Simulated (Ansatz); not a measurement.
A short molecular-dynamics run on `BN(B)[SiH2]C`.

```yaml
crystal:
  periodic: [false, false, false]
  atoms:
    - {symbol: B, position_ang: [-1.020117, 0.073209, 1.435795]}
    - {symbol: N, position_ang: [-0.108250, -0.657329, 0.622924]}
    - {symbol: B, position_ang: [0.284698, -1.977548, 0.994775]}
    - {symbol: Si, position_ang: [0.603096, -0.029069, -0.877744]}
    - {symbol: C, position_ang: [0.038393, 1.701353, -1.253664]}
    - {symbol: H, position_ang: [-1.353758, 1.180740, 1.125701]}
    - {symbol: H, position_ang: [-1.445946, -0.436299, 2.430018]}
    - {symbol: H, position_ang: [-0.150203, -2.471498, 1.991889]}
    - {symbol: H, position_ang: [1.053187, -2.576043, 0.292781]}
    - {symbol: H, position_ang: [2.080929, -0.071215, -0.726409]}
    - {symbol: H, position_ang: [0.219766, -0.951252, -1.978506]}
    - {symbol: H, position_ang: [0.319266, 2.398109, -0.461346]}
    - {symbol: H, position_ang: [0.510141, 2.034405, -2.182351]}
    - {symbol: H, position_ang: [-1.044204, 1.753237, -1.385062]}
basis:
  gaussian: {orbitals: def2-SVP}
hamiltonian: {xc: {name: PBE}, dispersion: d4}
md: {timestep: 1 fs, n_steps: 50, ensemble: nve, temperature: 700, initial_velocities: maxwell_boltzmann, seed: 224}
```

```sh
$ ansatz run in.yaml --threads 4 --pin off --events-out ev --progress --plain --max-ram 10444MiB
```

| step | time (fs) | potential energy (eV) | kinetic (eV) | T (K) | conserved (eV) |
| --- | --- | --- | --- | --- | --- |
| 0 | 0.0 | -11890.0613 | 1.0858 | 700 | -11888.9755 |
| 1 | 1.0 | -11889.9609 | 0.9927 | 640 | -11888.9682 |
| 2 | 2.0 | -11889.7966 | 0.8358 | 539 | -11888.9608 |
| 3 | 3.0 | -11889.6741 | 0.7128 | 460 | -11888.9614 |
| 4 | 4.0 | -11889.5916 | 0.6274 | 404 | -11888.9642 |
| 5 | 5.0 | -11889.5086 | 0.5452 | 352 | -11888.9633 |
| 6 | 6.0 | -11889.4336 | 0.4732 | 305 | -11888.9604 |
| 7 | 7.0 | -11889.4084 | 0.4496 | 290 | -11888.9588 |
| 8 | 8.0 | -11889.4572 | 0.4968 | 320 | -11888.9604 |
| 9 | 9.0 | -11889.5565 | 0.5911 | 381 | -11888.9653 |
| 10 | 10.0 | -11889.6343 | 0.6636 | 428 | -11888.9707 |
| 11 | 11.0 | -11889.6192 | 0.6491 | 418 | -11888.9700 |
| 12 | 12.0 | -11889.5318 | 0.5702 | 368 | -11888.9617 |
| 13 | 13.0 | -11889.4959 | 0.5391 | 348 | -11888.9568 |
| 14 | 14.0 | -11889.5792 | 0.6160 | 397 | -11888.9631 |
| 15 | 15.0 | -11889.6935 | 0.7228 | 466 | -11888.9706 |
| 16 | 16.0 | -11889.7238 | 0.7526 | 485 | -11888.9712 |
| 17 | 17.0 | -11889.6510 | 0.6840 | 441 | -11888.9670 |
| 18 | 18.0 | -11889.5321 | 0.5699 | 367 | -11888.9622 |
| 19 | 19.0 | -11889.4393 | 0.4799 | 309 | -11888.9593 |
| 20 | 20.0 | -11889.4148 | 0.4548 | 293 | -11888.9600 |
| 21 | 21.0 | -11889.4480 | 0.4851 | 313 | -11888.9629 |
| 22 | 22.0 | -11889.4962 | 0.5318 | 343 | -11888.9644 |
| 23 | 23.0 | -11889.5393 | 0.5762 | 371 | -11888.9631 |
| 24 | 24.0 | -11889.5929 | 0.6286 | 405 | -11888.9643 |
| 25 | 25.0 | -11889.6373 | 0.6667 | 430 | -11888.9706 |
| 26 | 26.0 | -11889.5876 | 0.6143 | 396 | -11888.9733 |
| 27 | 27.0 | -11889.4140 | 0.4480 | 289 | -11888.9660 |
| 28 | 28.0 | -11889.2273 | 0.2716 | 175 | -11888.9557 |
| 29 | 29.0 | -11889.1792 | 0.2252 | 145 | -11888.9540 |
| 30 | 30.0 | -11889.2963 | 0.3344 | 216 | -11888.9619 |
| 31 | 31.0 | -11889.4620 | 0.4919 | 317 | -11888.9701 |
| 32 | 32.0 | -11889.5474 | 0.5750 | 371 | -11888.9725 |
| 33 | 33.0 | -11889.5103 | 0.5418 | 349 | -11888.9684 |
| 34 | 34.0 | -11889.4110 | 0.4502 | 290 | -11888.9607 |
| 35 | 35.0 | -11889.3625 | 0.4049 | 261 | -11888.9576 |
| 36 | 36.0 | -11889.4091 | 0.4466 | 288 | -11888.9625 |
| 37 | 37.0 | -11889.4817 | 0.5148 | 332 | -11888.9669 |
| 38 | 38.0 | -11889.5136 | 0.5475 | 353 | -11888.9661 |
| 39 | 39.0 | -11889.5121 | 0.5487 | 354 | -11888.9634 |
| 40 | 40.0 | -11889.5179 | 0.5556 | 358 | -11888.9623 |
| 41 | 41.0 | -11889.5486 | 0.5840 | 377 | -11888.9646 |
| 42 | 42.0 | -11889.5741 | 0.6060 | 391 | -11888.9681 |
| 43 | 43.0 | -11889.5496 | 0.5820 | 375 | -11888.9676 |
| 44 | 44.0 | -11889.4901 | 0.5282 | 341 | -11888.9619 |
| 45 | 45.0 | -11889.4807 | 0.5222 | 337 | -11888.9585 |
| 46 | 46.0 | -11889.5699 | 0.6066 | 391 | -11888.9633 |
| 47 | 47.0 | -11889.6854 | 0.7145 | 461 | -11888.9709 |
| 48 | 48.0 | -11889.7126 | 0.7409 | 478 | -11888.9716 |
| 49 | 49.0 | -11889.6301 | 0.6638 | 428 | -11888.9663 |
| 50 | 50.0 | -11889.5091 | 0.5479 | 353 | -11888.9612 |

Velocities are drawn at the set temperature; a run this short doesn't reach equilibrium.

Frames (Å, forces in eV/Å):

```xyz
14
time=0.0 fs
B    -1.020    0.073    1.436   -0.024    0.045    0.004
N    -0.108   -0.657    0.623   -0.132   -0.112    0.277
B     0.285   -1.978    0.995    0.017   -0.029   -0.005
Si    0.603   -0.029   -0.878    0.193    0.164   -0.400
C     0.038    1.701   -1.254    0.069   -0.193    0.032
H    -1.354    1.181    1.126   -0.140    0.433   -0.108
H    -1.446   -0.436    2.430   -0.180   -0.191    0.402
H    -0.150   -2.471    1.992   -0.168   -0.212    0.400
H     1.053   -2.576    0.293    0.300   -0.240   -0.270
H     2.081   -0.071   -0.726    0.321   -0.011    0.030
H     0.220   -0.951   -1.979   -0.080   -0.201   -0.239
H     0.319    2.398   -0.461    0.141    0.352    0.398
H     0.510    2.034   -2.182    0.228    0.167   -0.454
H    -1.044    1.753   -1.385   -0.546    0.028   -0.067
14
time=4.0 fs
B    -1.023    0.053    1.432   -0.086    0.270   -0.260
N    -0.071   -0.648    0.604   -1.216    0.369    1.456
B     0.266   -1.950    1.021    0.509   -0.896   -0.530
Si    0.600   -0.019   -0.899    2.217   -1.641   -0.240
C     0.023    1.669   -1.221    0.379    1.894    1.211
H    -1.404    1.130    1.048   -0.131    0.370   -0.012
H    -1.492   -0.360    2.483    0.288   -0.241   -0.206
H    -0.267   -2.502    1.930   -0.228   -0.103    0.610
H     1.068   -2.552    0.350    0.310   -0.263   -0.120
H     2.246   -0.170   -0.664   -1.831    0.368   -0.487
H     0.196   -1.021   -2.023    0.227    0.632    0.494
H     0.372    2.457   -0.468   -0.009   -0.946   -0.377
H     0.549    1.952   -2.134   -0.318    0.397   -0.880
H    -1.071    1.818   -1.189   -0.112   -0.211   -0.659
14
time=8.0 fs
B    -1.028    0.037    1.424   -0.519    1.281   -0.627
N    -0.047   -0.634    0.600   -1.492    0.200    1.805
B     0.254   -1.937    1.042    0.373   -2.101    0.012
Si    0.607   -0.017   -0.921    1.605   -1.796    0.368
C     0.011    1.659   -1.177   -0.126    1.811   -1.992
H    -1.470    1.125    0.973    0.196   -0.520    0.409
H    -1.497   -0.321    2.510    0.461   -0.247   -0.480
H    -0.405   -2.538    1.943    0.667    0.667   -0.563
H     1.122   -2.562    0.393   -0.320    0.143    0.399
H     2.161   -0.217   -0.670   -1.028    0.469   -0.499
H     0.201   -1.007   -2.005    0.055    0.369    0.107
H     0.433    2.407   -0.507    0.470    0.219    0.695
H     0.536    1.924   -2.197   -1.398   -0.060    1.095
H    -1.114    1.849   -1.091    1.055   -0.434   -0.731
14
time=12.0 fs
B    -1.040    0.039    1.407   -0.087    0.855   -0.816
N    -0.038   -0.620    0.615   -0.862   -0.602    1.194
B     0.247   -1.949    1.061    0.300   -0.465   -0.457
Si    0.622   -0.024   -0.941   -2.362   -0.310    1.125
C     0.002    1.671   -1.152    1.702    0.655    0.220
H    -1.515    1.061    0.951   -0.089    0.167    0.130
H    -1.440   -0.323    2.479    0.071   -0.413    0.249
H    -0.458   -2.490    1.895    0.251    0.083    0.130
H     1.140   -2.559    0.486   -0.023   -0.108    0.071
H     1.969   -0.199   -0.743    3.009    0.011    0.102
H     0.210   -0.947   -1.982   -0.390   -0.538   -0.845
H     0.548    2.362   -0.469   -0.279   -0.094   -0.032
H     0.343    1.903   -2.147    0.184    0.684   -1.200
H    -1.049    1.825   -1.091   -1.426    0.074    0.129
14
time=16.0 fs
B    -1.053    0.051    1.380   -0.127   -0.041    0.395
N    -0.038   -0.611    0.643    0.264   -1.089   -0.280
B     0.244   -1.969    1.074    0.311    1.022   -0.630
Si    0.627   -0.034   -0.956   -0.255   -0.671    0.853
C     0.008    1.693   -1.130   -0.293    0.568   -1.343
H    -1.574    1.024    0.948   -0.328    0.695   -0.151
H    -1.368   -0.380    2.470   -0.100   -0.046    0.009
H    -0.479   -2.433    1.871   -0.395   -0.559    0.841
H     1.156   -2.574    0.589    0.345   -0.321   -0.328
H     2.116   -0.168   -0.818    0.042    0.152   -0.135
H     0.172   -0.947   -2.059   -0.047   -0.016    0.002
H     0.626    2.317   -0.427   -0.735    0.127   -0.462
H     0.153    1.968   -2.215    0.528    0.253    0.553
H    -1.116    1.799   -1.077    0.790   -0.075    0.676
14
time=20.0 fs
B    -1.069    0.065    1.358   -0.757    0.305    0.906
N    -0.036   -0.614    0.668    0.737   -0.822   -1.415
B     0.245   -1.977    1.080   -0.148   -0.019    0.716
Si    0.630   -0.048   -0.966    1.171   -0.410    0.095
C     0.012    1.720   -1.124   -1.119   -0.476   -2.566
H    -1.668    1.067    0.933    0.375   -0.450    0.248
H    -1.312   -0.442    2.462   -0.292    0.453   -0.375
H    -0.533   -2.441    1.944    0.680    0.045   -0.466
H     1.207   -2.625    0.650   -0.406    0.249   -0.140
H     2.307   -0.119   -0.905   -2.005    0.034   -0.061
H     0.125   -0.953   -2.140    0.301    0.411    0.788
H     0.613    2.302   -0.434    0.078    0.901    0.359
H     0.048    2.075   -2.229    0.634   -0.232    1.393
H    -1.104    1.767   -0.968    0.751    0.012    0.520
14
time=24.0 fs
B    -1.093    0.082    1.347    0.223   -0.417    0.227
N    -0.027   -0.626    0.678    0.162   -0.009   -1.528
B     0.245   -1.984    1.094    0.087   -0.013    0.694
Si    0.639   -0.063   -0.975    0.581    0.880    0.433
C     0.007    1.742   -1.142    1.186   -1.023    2.326
H    -1.715    1.061    0.947    0.332   -0.234    0.035
H    -1.302   -0.445    2.411   -0.552    0.249    0.327
H    -0.502   -2.452    1.966    0.431    0.042   -0.317
H     1.208   -2.646    0.686   -0.402    0.300   -0.227
H     2.220   -0.067   -1.001   -1.128   -0.219    0.154
H     0.117   -0.907   -2.116    0.046   -0.082    0.275
H     0.587    2.390   -0.418   -0.280   -0.343   -0.486
H     0.032    2.171   -2.099    0.216    0.763   -2.054
H    -1.011    1.737   -0.778   -0.901    0.104    0.139
14
time=28.0 fs
B    -1.114    0.092    1.341    1.359   -1.707    0.147
N    -0.016   -0.637    0.672   -0.669    0.571   -0.817
B     0.247   -1.989    1.117    0.437    1.030   -0.367
Si    0.649   -0.073   -0.981   -3.080    1.886    1.268
C     0.011    1.755   -1.142   -0.601    0.248    0.258
H    -1.720    1.030    0.962   -0.175    0.666   -0.428
H    -1.371   -0.409    2.401   -0.378    0.050    0.365
H    -0.418   -2.464    1.956   -0.614   -0.383    0.860
H     1.158   -2.630    0.683    0.376   -0.217   -0.535
H     2.014   -0.046   -1.076    3.085   -0.309    0.117
H     0.111   -0.878   -2.058   -0.455   -0.731   -0.629
H     0.538    2.448   -0.454    0.526   -0.225    0.101
H     0.046    2.325   -2.149   -0.443   -1.117    1.061
H    -0.999    1.724   -0.590    0.632    0.238   -1.398
14
time=32.0 fs
B    -1.119    0.080    1.337    0.408   -0.701    0.199
N    -0.012   -0.643    0.657   -1.075    0.587    0.121
B     0.254   -1.983    1.137    0.225   -0.033   -0.054
Si    0.646   -0.074   -0.981   -0.515    1.329    0.009
C     0.012    1.768   -1.136    0.763   -0.159    0.161
H    -1.732    1.071    0.925    0.461   -0.360   -0.044
H    -1.492   -0.362    2.435    0.204    0.105   -0.497
H    -0.397   -2.514    2.041    0.201    0.387   -0.206
H     1.147   -2.634    0.609   -0.086    0.055   -0.100
H     2.149   -0.072   -1.128   -0.107   -0.311    0.328
H     0.051   -0.939   -2.069    0.061    0.016    0.196
H     0.561    2.470   -0.480    0.641   -0.230    0.245
H     0.002    2.342   -2.102   -0.350   -0.835    0.194
H    -0.933    1.744   -0.583   -0.833    0.148   -0.552
14
time=36.0 fs
B    -1.116    0.059    1.334    0.019    0.239   -0.390
N    -0.020   -0.643    0.644   -0.903    0.090    0.832
B     0.264   -1.977    1.155    0.349   -0.351   -0.514
Si    0.640   -0.067   -0.981    0.717    0.488   -0.573
C     0.021    1.777   -1.123    1.006   -0.855    1.791
H    -1.684    1.070    0.876    0.447   -0.526    0.112
H    -1.588   -0.305    2.408    0.389   -0.273   -0.229
H    -0.356   -2.515    2.108    0.458    0.615   -0.565
H     1.126   -2.632    0.520   -0.430    0.238    0.405
H     2.309   -0.142   -1.134   -1.985   -0.060    0.405
H    -0.002   -1.003   -2.058    0.439    0.539    0.583
H     0.666    2.451   -0.479   -0.313   -0.502   -0.351
H    -0.092    2.258   -2.064    0.163    0.339   -1.672
H    -0.972    1.786   -0.662   -0.357    0.019    0.167
14
time=40.0 fs
B    -1.113    0.039    1.327    0.460   -0.088   -0.554
N    -0.037   -0.642    0.639   -0.191   -0.565    0.929
B     0.279   -1.973    1.165    0.314    1.048   -1.572
Si    0.636   -0.058   -0.984   -0.136    0.336    0.476
C     0.039    1.777   -1.096   -1.812   -0.516   -2.234
H    -1.579    1.009    0.838   -0.357    0.685   -0.256
H    -1.630   -0.289    2.353    0.147   -0.574    0.463
H    -0.258   -2.434    2.111   -0.281   -0.127    0.712
H     1.053   -2.604    0.482    0.267   -0.349    0.044
H     2.194   -0.222   -1.080   -1.000    0.138    0.234
H     0.002   -0.996   -1.971    0.069    0.115   -0.170
H     0.743    2.378   -0.514    0.010    0.616    0.173
H    -0.152    2.188   -2.191    1.043   -0.673    1.650
H    -1.050    1.832   -0.723    1.466   -0.046    0.106
14
time=44.0 fs
B    -1.105    0.020    1.313   -0.681    0.713    0.095
N    -0.056   -0.647    0.643    0.729   -0.763    0.101
B     0.298   -1.957    1.155   -0.224    0.553   -0.491
Si    0.630   -0.046   -0.983   -3.606    0.839    1.673
C     0.042    1.771   -1.091    1.755   -1.030   -0.630
H    -1.515    1.024    0.774   -0.339    0.115    0.301
H    -1.642   -0.351    2.349    0.306   -0.158   -0.144
H    -0.186   -2.359    2.192    0.097   -0.007    0.041
H     1.012   -2.623    0.453    0.365   -0.397   -0.058
H     1.978   -0.289   -0.991    2.993   -0.236    0.027
H     0.014   -0.975   -1.913   -0.421   -0.419   -0.916
H     0.804    2.373   -0.541   -0.540    0.212   -0.235
H    -0.069    2.043   -2.139    0.599    0.455   -0.779
H    -0.964    1.874   -0.753   -1.033    0.123    1.017
14
time=48.0 fs
B    -1.106    0.010    1.299   -1.203    1.137    0.416
N    -0.067   -0.660    0.648    0.919   -0.029   -0.988
B     0.316   -1.934    1.138    0.213   -1.242    0.573
Si    0.608   -0.031   -0.975   -0.546   -1.276    1.228
C     0.060    1.752   -1.095    0.409   -0.044   -0.268
H    -1.503    1.059    0.753   -0.200   -0.557    0.724
H    -1.613   -0.438    2.330    0.172    0.207   -0.291
H    -0.102   -2.287    2.280    0.403    0.131   -0.915
H     1.018   -2.691    0.425   -0.285    0.393    0.443
H     2.089   -0.373   -0.898   -0.250    0.425   -0.176
H    -0.022   -0.996   -1.971    0.155    0.436   -0.050
H     0.800    2.407   -0.591   -0.113    0.051    0.019
H     0.104    1.951   -2.176   -0.202    0.491   -0.280
H    -0.961    1.929   -0.666    0.529   -0.124   -0.435
14
time=50.0 fs
B    -1.112    0.011    1.295   -0.683    0.583    0.389
N    -0.069   -0.667    0.648    0.622    0.531   -1.282
B     0.325   -1.928    1.132    0.477   -1.471    0.551
Si    0.595   -0.025   -0.967    0.732   -2.128    0.973
C     0.073    1.741   -1.096   -0.317    0.679   -1.704
H    -1.509    1.048    0.782   -0.306   -0.175    0.448
H    -1.585   -0.472    2.304   -0.085    0.174    0.062
H    -0.038   -2.243    2.278    0.195   -0.050   -0.539
H     1.010   -2.709    0.432   -0.281    0.460    0.354
H     2.175   -0.400   -0.858   -1.476    0.684   -0.321
H    -0.038   -0.991   -2.013    0.368    0.705    0.326
H     0.783    2.426   -0.620    0.353    0.189    0.302
H     0.187    1.940   -2.243   -0.670    0.132    1.511
H    -0.956    1.953   -0.628    1.072   -0.311   -1.070
```

It took 66 s on 4 threads of an Arm Neoverse V1 on a shared host, with 0.17 GiB of host memory at the peak.
